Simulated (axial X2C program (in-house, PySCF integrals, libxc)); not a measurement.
# Potential curves of AsS⁺, two-component

Calculated with an in-house relativistic program for diatomic molecules. Two-component (2c) means X2C with spin–orbit coupling and atomic mean-field two-electron Coulomb and Gaunt terms. Basis: As dyall-cv3z [9s9p6d4f1g], S dyall-av3z [9s8p3d2f] (cores contracted in-house); Gaussian nuclei, density fitting, unrestricted open shells. Masses: As 74.922 u, S 31.972 u.

State: Ω = 0 (closed shell). Energies in kJ/mol from the lowest point of each curve. Fits are polynomials in 1 − R0/R over 0.85 to 1.23 times the lowest point R0.

```json
{"R (Å)": "1.6887", "PBEsol": "181.66", "PBE0": "168.78"}
{"R (Å)": "1.7663", "PBEsol": "79.49", "PBE0": "69.60"}
{"R (Å)": "1.8245", "PBEsol": "34.21", "PBE0": "27.19"}
{"R (Å)": "1.8828", "PBEsol": "9.22", "PBE0": "5.53"}
{"R (Å)": "1.9410", "PBEsol": "0.00", "PBE0": "0.00"}
{"R (Å)": "2.0089", "PBEsol": "4.27", "PBE0": "8.95"}
{"R (Å)": "2.0769", "PBEsol": "20.45", "PBE0": "30.12"}
{"R (Å)": "2.1642", "PBEsol": "53.23", "PBE0": "69.61"}
{"R (Å)": "2.2710", "PBEsol": "104.52", "PBE0": "129.36"}
{"R (Å)": "2.4263", "PBEsol": "188.77", "PBE0": "225.92"}
```

The state is one determinant whose occupation by symmetry is held fixed; it was picked as the lowest of a PBE0 search that is not exhaustive. Closed shells are restricted here (equal orbitals for both partners); the stretched side of such a curve lies too high.

(1) Fit the PBEsol curve near its minimum: give the equilibrium distance and the harmonic wavenumber.

(2) Fit the PBE0 curve near its minimum: give the equilibrium distance and the harmonic wavenumber.

Results:

(1) At PBEsol, 2c: Re = 1.954 Å, ωe ≈ 647 cm⁻¹; Be follows as 0.197 cm⁻¹.

(2) At PBE0, 2c: Re = 1.935 Å, ωe ≈ 684 cm⁻¹; Be follows as 0.201 cm⁻¹.
